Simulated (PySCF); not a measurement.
Bromine oxoborane, BBrO.
Structure used (PBE0-D3(BJ)/def2-SVP), in Å, numbered top down from 1:
```xyz
3
BBrO angstrom
O     -1.4133    0.0586   -0.0011
B     -0.2087    0.0681   -0.0130
Br     1.6286    0.0814   -0.0309
```

Level of theory: core-valence-separated Tamm–Dancoff BHandHLYP/aug-pcX-1 (def2-SVPD on Br) in PySCF, non-relativistic, gas phase, PBE0-D3(BJ)/def2-SVP geometry. No shift to experiment was applied.

The lowest roots of each edge with f over 0.003 (five at most, numbered afresh; weaker and dark ones are left out), with transition dipoles (au) in the frame of the coordinates:

| root | edge | E (eV) | μx | μy | μz |
| --- | --- | --- | --- | --- | --- |
| 1 | O | 530.73 | -0.0005 | 0.0534 | -0.0113 |
| 2 | O | 530.73 | -0.0005 | -0.0113 | -0.0534 |
| 3 | O | 532.06 | -0.0247 | -0.0001 | 0.0003 |
| 4 | O | 534.53 | -0.0202 | -0.0001 | 0.0002 |
| 5 | B | 189.69 | 0.0012 | -0.1281 | 0.0282 |
| 6 | B | 189.69 | -0.0011 | -0.0283 | -0.1281 |
| 7 | B | 190.52 | 0.0576 | 0.0002 | -0.0005 |
| 8 | B | 193.21 | 0.0488 | 0.0004 | -0.0005 |
| 9 | B | 194.24 | 0.0003 | -0.0304 | 0.0060 |

Task: What are the oscillator strengths?

Result: f = (2/3) ΔE |μ|², with ΔE in hartree (27.2114 eV):

| root | ΔE (Eh) | \|μ\|² (au) | f | core hole on |
| --- | --- | --- | --- | --- |
| 1 | 19.5039 | 0.002983 | 0.039 | O1 |
| 2 | 19.5039 | 0.002981 | 0.039 | O1 |
| 3 | 19.5528 | 0.000609 | 0.008 | O1 |
| 4 | 19.6435 | 0.000408 | 0.005 | O1 |
| 5 | 6.9709 | 0.017203 | 0.080 | B2 |
| 6 | 6.9709 | 0.017214 | 0.080 | B2 |
| 7 | 7.0015 | 0.003317 | 0.015 | B2 |
| 8 | 7.1003 | 0.002384 | 0.011 | B2 |
| 9 | 7.1380 | 0.000959 | 0.005 | B2 |

Task: What is the unit vector of the molecular axis, and which share of each root's |μ|² lies along it?

Result: (1.00, 0.01, -0.01), up to sign.

```tsv
root	core hole on	share along it	final orbital
1	O1	0.00	π
2	O1	0.00	π
3	O1	1.00	σ
4	O1	1.00	σ
5	B2	0.00	π
6	B2	0.00	π
7	B2	1.00	σ
8	B2	1.00	σ
9	B2	0.00	π
```

The 1s orbitals are σ, so light polarised along the axis reaches σ orbitals and light across it π orbitals.

Task: For fixed molecules, how does the intensity of root 7 change when the electric field is turned 45° away from the molecular axis?

Result: Intensity goes as (E·μ)², and μ lies along that direction, so it falls to cos²45° = 0.50 of its maximum; it vanishes at 90°.

Task: Molecules are fixed in this frame and the field points along z. What effective strengths 3 f cos²θ do the roots have (θ between field and μ)?

Result: root 1 (O1): 0.005, root 2 (O1): 0.111, root 3 (O1): 0.000, root 4 (O1): 0.000, root 5 (B2): 0.011, root 6 (B2): 0.229, root 7 (B2): 0.000, root 8 (B2): 0.000, root 9 (B2): 0.001. Root 6 is the strongest. Averaged over all orientations cos²θ is 1/3, which gives f back. For degenerate partners only the sum has meaning, as the program may mix them freely.

 Relativistic effects, spin–orbit coupling among them, are left out although an element past zinc is present.

The run took about 6 s of CPU time (one thread, shared machine).
